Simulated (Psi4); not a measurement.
Cl₃In, singlet, geometry from GFN2-xTB (such geometries of metal compounds can be far from the true shape) (all electrons, no relativity); PBE0/3-21G in Psi4.

The Psi4 input:
```
memory 2 GB

molecule mol {
0 1
In   -0.000000   -0.000000    0.000000
Cl    2.244496   -0.203900   -0.440003
Cl   -0.903256   -1.011513    1.853081
Cl   -1.341240    1.215412   -1.413078
}

set {
  basis 3-21g
  reference rks
  scf_type direct
}

energy('pbe0')
print_variables()
```

Task: What does Psi4 print? Leave out banner, timings and long lists.

Result: 
```
   => Loading Basis Set <=

    Name: 3-21G
    Role: ORBITAL
    Keyword: BASIS

         ---------------------------------------------------------
                                   SCF
               by Justin Turney, Rob Parrish, Andy Simmonett
                          and Daniel G. A. Smith
                              RKS Reference
         ---------------------------------------------------------

  ==> Geometry <==

    Molecular point group: c1
    Full point group: C1

    Geometry (in Angstrom), charge = 0, multiplicity = 1:

       Center              X                  Y                   Z               Mass
    ------------   -----------------  -----------------  -----------------  -----------------
         IN           0.000000000000     0.000000159086     0.000000000000   114.903878776000
         CL           2.244496000000    -0.203899840914    -0.440003000000    34.968852682000
         CL          -0.903256000000    -1.011512840914     1.853081000000    34.968852682000
         CL          -1.341240000000     1.215412159086    -1.413078000000    34.968852682000

  Running in c1 symmetry.

  Rotational constants: A =      0.06095  B =      0.06095  C =      0.03047 [cm^-1]
  Rotational constants: A =   1827.22433  B =   1827.22319  C =    913.61188 [MHz]
  Nuclear repulsion =  691.246050467752980

  Charge       = 0
  Multiplicity = 1
  Electrons    = 100
  Nalpha       = 50
  Nbeta        = 50

  ==> Algorithm <==

  SCF Algorithm Type is DIRECT.
  DIIS enabled.
  MOM disabled.
  Fractional occupation disabled.
  Guess Type is SAD.
  Energy threshold   = 1.00e-06
  Density threshold  = 1.00e-06
  Integral threshold = 1.00e-12

  ==> Primary Basis <==

  Basis Set: 3-21G
    Blend: 3-21G
    Number of shells: 34
    Number of basis functions: 72
    Number of Cartesian functions: 72
    Spherical Harmonics?: false
    Max angular momentum: 2

  ==> DFT Potential <==

   => LibXC <=

    Version 7.1.2
    S. Lehtola, C. Steigemann, M. J. T. Oliveira, and M. A. L. Marques,  SoftwareX 7, 1–5 (2018) (10.1016/j.softx.2017.11.002)

   => Composite Functional: PBE0 <=

    PBE0 Hyb-GGA Exchange-Correlation Functional

    C. Adamo and V. Barone,  J. Chem. Phys. 110, 6158 (1999) (10.1063/1.478522)
    M. Ernzerhof and G. E. Scuseria,  J. Chem. Phys. 110, 5029 (1999) (10.1063/1.478401)

    Deriv               =              1
    GGA                 =           TRUE
    Meta                =          FALSE

    Exchange Hybrid     =           TRUE
    MP2 Hybrid          =          FALSE

   => Exchange Functionals <=

    0.7500   Perdew, Burke & Ernzerhof

   => Exact (HF) Exchange <=

    0.2500               HF

   => Correlation Functionals <=

    1.0000   Perdew, Burke & Ernzerhof

   => LibXC Density Thresholds  <==

    XC_HYB_GGA_XC_PBEH:  1.00E-15

   => Molecular Quadrature <=

    Radial Scheme          =       TREUTLER
    Pruning Scheme         =           NONE
    Nuclear Scheme         =       TREUTLER

    Blocking Scheme        =         OCTREE
    BS radius alpha        =              1
    Pruning alpha          =              1
    Radial Points          =             75
    Spherical Points       =            302
    Total Points           =          85033
    Total Blocks           =            751
    Max Points             =            256
    Max Functions          =             61
    Weights Tolerance      =       1.00E-15

   => Loading Basis Set <=

    Name: (3-21G AUX)
    Role: JKFIT
    Keyword: DF_BASIS_SCF

  Starting with a DF guess...

  ==> Integral Setup <==

  SCF_SUBTYPE=INCORE selected. In-core MEM_DF algorithm will be used.
  Using in-core AOs.

  ==> MemDFJK: Density-Fitted J/K Matrices <==

    J tasked:                   Yes
    K tasked:                   Yes
    wK tasked:                   No
    Algorithm:                 Core
    Schwarz Cutoff:           1E-12
    Mask sparsity (%):      12.2685
    Fitting Condition:        1E-10

   => Auxiliary Basis Set <=

  Basis Set: (3-21G AUX)
    Blend: DEF2-UNIVERSAL-JKFIT
    Number of shells: 160
    Number of basis functions: 774
    Number of Cartesian functions: 774
    Spherical Harmonics?: false
    Max angular momentum: 5

  Minimum eigenvalue in the overlap matrix is 1.2731660934E-03.
  Reciprocal condition number of the overlap matrix is 3.0195729038E-04.
    Using symmetric orthogonalization.

  ==> Pre-Iterations <==

  SCF Guess: Superposition of Atomic Densities via on-the-fly atomic UHF (no occupation information).

   -------------------------
    Irrep   Nso     Nmo
   -------------------------
     A         72      72
   -------------------------
    Total      72      72
   -------------------------

  ==> Iterations <==

                           Total Energy        Delta E     RMS |[F,P]|

   @DF-RKS iter SAD: -7155.77955173443570   -7.15578e+03   0.00000e+00
   @DF-RKS iter   1: -7158.01240240233983   -2.23285e+00   1.07447e-02 DIIS/ADIIS
   @DF-RKS iter   2: -7158.23774342011893   -2.25341e-01   5.42510e-03 DIIS/ADIIS
   @DF-RKS iter   3: -7158.34260965009162   -1.04866e-01   2.27329e-03 DIIS/ADIIS
   @DF-RKS iter   4: -7158.35933508759263   -1.67254e-02   1.76272e-04 DIIS/ADIIS
   @DF-RKS iter   5: -7158.35941834613004   -8.32585e-05   8.02958e-06 DIIS
   @DF-RKS iter   6: -7158.35941871617706   -3.70047e-07   1.15708e-06 DIIS
   @DF-RKS iter   7: -7158.35941872392323   -7.74617e-09   9.39786e-08 DIIS

  DF guess converged.

  ==> DirectJK: Integral-Direct J/K Matrices <==

    J tasked:                  Yes
    K tasked:                  Yes
    wK tasked:                  No
    Integrals threads:           1
    Screening Type:           CSAM
    Screening Cutoff:        1E-12
    Incremental Fock:           No

   @RKS iter   8: -7090.28192569596013   -7.09028e+03   2.41909e-01 ADIIS
   @RKS iter   9: -7090.88138331452774   -5.99458e-01   1.95681e-03 DIIS/ADIIS
   @RKS iter  10: -7090.88158648337594   -2.03169e-04   3.32581e-04 DIIS/ADIIS
   @RKS iter  11: -7090.88191387287770   -3.27390e-04   1.50296e-04 DIIS/ADIIS
   @RKS iter  12: -7090.88199164008165   -7.77672e-05   6.00893e-06 DIIS
   @RKS iter  13: -7090.88199178312425   -1.43043e-07   8.79657e-07 DIIS
  Energy and wave function converged.

  ==> Post-Iterations <==

   Electrons on quadrature grid:
      Ntotal   =   99.9999552855 ; deviation = -4.471e-05

    Orbital Energies [Eh]
    ---------------------

    Doubly Occupied:

       1A   -982.403734     2A   -144.957238     3A   -134.848630
       4A   -134.847761     5A   -134.847761     6A   -101.014785
       7A   -101.014760     8A   -101.014759     9A    -27.912888
      10A    -23.692118    11A    -23.687888    12A    -23.687886
      13A    -16.511350    14A    -16.509499    15A    -16.509499
      16A    -16.507706    17A    -16.507704    18A     -9.481590
      19A     -9.481506    20A     -9.481504    21A     -7.222880
      22A     -7.222865    23A     -7.222823    24A     -7.215773
      25A     -7.215508    26A     -7.215490    27A     -7.215007
      28A     -7.215001    29A     -7.214897    30A     -4.437272
      31A     -3.051290    32A     -3.047883    33A     -3.047880
      34A     -0.966684    35A     -0.966683    36A     -0.964219
      37A     -0.950022    38A     -0.950019    39A     -0.857204
      40A     -0.840601    41A     -0.840600    42A     -0.481347
      43A     -0.410065    44A     -0.410064    45A     -0.382116
      46A     -0.360293    47A     -0.360289    48A     -0.359251
      49A     -0.359249    50A     -0.354689

    Virtual:

      51A     -0.116428    52A     -0.080698    53A      0.029204
      54A      0.029206    55A      0.103290    56A      0.151007
      57A      0.183954    58A      0.183957    59A      0.536273
      60A      0.536278    61A      0.569895    62A      0.576835
      63A      0.576842    64A      0.625909    65A      0.649306
      66A      0.649310    67A      0.674128    68A      0.754879
      69A      0.789075    70A      0.789078    71A      2.107885
      72A    196.840945

    Final Occupation by Irrep:
              A
    DOCC [    50 ]
    NA   [    50 ]
    NB   [    50 ]

  @RKS Final Energy: -7090.88199178312425

   => Energetics <=

    Nuclear Repulsion Energy =            691.2460504677529798
    One-Electron Energy =              -11169.3051786589894618
    Two-Electron Energy =                3568.0618722559506750
    DFT Exchange-Correlation Energy =    -180.8847358478380158
    Empirical Dispersion Energy =           0.0000000000000000
    VV10 Nonlocal Energy =                  0.0000000000000000
    Total Energy =                      -7090.8819917831242492

Computation Completed

Properties will be evaluated at   0.000000,   0.000000,   0.000000 [a0]

Properties computed using the SCF density matrix

 Multipole Moments:

 ------------------------------------------------------------------------------------
     Multipole            Electronic (a.u.)      Nuclear  (a.u.)        Total (a.u.)
 ------------------------------------------------------------------------------------

 L = 1.  Multiply by 2.5417464519 to convert [e a0] to [Debye]
 Dipole X            :          0.0000532            0.0000000            0.0000532
 Dipole Y            :         -0.0000077           -0.0000021           -0.0000098
 Dipole Z            :         -0.0000017            0.0000000           -0.0000017
 Magnitude           :                                                    0.0000541

 ------------------------------------------------------------------------------------

  Variable Map:
  ----------------------------------------------------------------------------
  "CURRENT ENERGY"              =>   -7090.881991783124
  "CURRENT REFERENCE ENERGY"    =>   -7090.881991783124
  "DD SOLVATION ENERGY"         =>       0.000000000000
  "DFT FUNCTIONAL TOTAL ENERGY" =>   -7090.881991783124
  "DFT TOTAL ENERGY"            =>   -7090.881991783124
  "DFT VV10 ENERGY"             =>       0.000000000000
  "DFT XC ENERGY"               =>    -180.884735847838
  "GRID ELECTRONS ALPHA"        =>      49.999977642750
  "GRID ELECTRONS BETA"         =>      49.999977642750
  "GRID ELECTRONS TOTAL"        =>      99.999955285500
  "NUCLEAR REPULSION ENERGY"    =>     691.246050467753
  "ONE-ELECTRON ENERGY"         =>  -11169.305178658989
  "PCM POLARIZATION ENERGY"     =>       0.000000000000
  "PE ENERGY"                   =>       0.000000000000
  "SCF ITERATION ENERGY"        =>   -7090.881991783124
  "SCF ITERATIONS"              =>      13.000000000000
  "SCF TOTAL ENERGY"            =>   -7090.881991783124
  "TWO-ELECTRON ENERGY"         =>    3568.061872255951
  "XC GRID RADIAL POINTS"       =>      75.000000000000
  "XC GRID SPHERICAL POINTS"    =>     302.000000000000
  "XC GRID TOTAL POINTS"        =>   85033.000000000000

  Array Variable Map:
  ----------------------------------------------------------------------------
  "CURRENT DIPOLE"              =>       0.000053154350 ... -0.000001729805 1 by 3
  "SCF DIPOLE"                  =>       0.000053154350 ... -0.000001729805 1 by 3
  "SCF TOTAL ENERGIES"          =>   -7090.281925695960 ... -7090.881991783124 1 by 6
```
